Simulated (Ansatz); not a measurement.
System: CH3Cl5Si2 (charge 0, singlet). SMILES: Cl[SiH](C[Si](Cl)(Cl)Cl)Cl
Coordinates optimised at B3LYP-D3(BJ)/def2-TZVP (Ansatz, an electronic-structure program):
```
C
H 1 1.0932
H 1 1.0948 2 107.20
Si 1 1.8516 2 108.04 3 -115.77
Si 1 1.8625 2 109.03 3 115.25
H 5 1.4673 1 112.45 2 -169.60
Cl 4 2.0411 1 111.01 2 -43.21
Cl 4 2.0482 1 109.93 2 76.73
Cl 4 2.0490 1 110.20 2 -164.01
Cl 5 2.0507 6 108.53 1 122.59
Cl 5 2.0574 6 107.90 1 -119.29
```

Atomisation energy built up term by term with Ansatz (kcal/mol; UHF references for open shells; valence terms freeze the core; atomic spin-orbit terms are left out). Basis-set limits of correlation are two-point, X^-3; Hartree-Fock from the larger set.

| term | basis | kcal/mol |
|---|---|---|
| Hartree-Fock | cc-pV(Q+d)Z | 694.58 |
| CCSD correlation | CBS(cc-pV(T+d)Z,cc-pV(Q+d)Z) | 215.34 |
| (T) | CBS(cc-pV(T+d)Z,cc-pV(Q+d)Z) | 20.90 |
| core correlation | cc-pwCVTZ | 1.86 |
| scalar relativity (X2C) | cc-pVTZ-DK against cc-pVTZ | -2.70 |
| sum: De |  | 930.0 |

(T) makes 2.2 % of the CCSD(T) atomisation energy; under 5 % is typical of single-reference molecules.
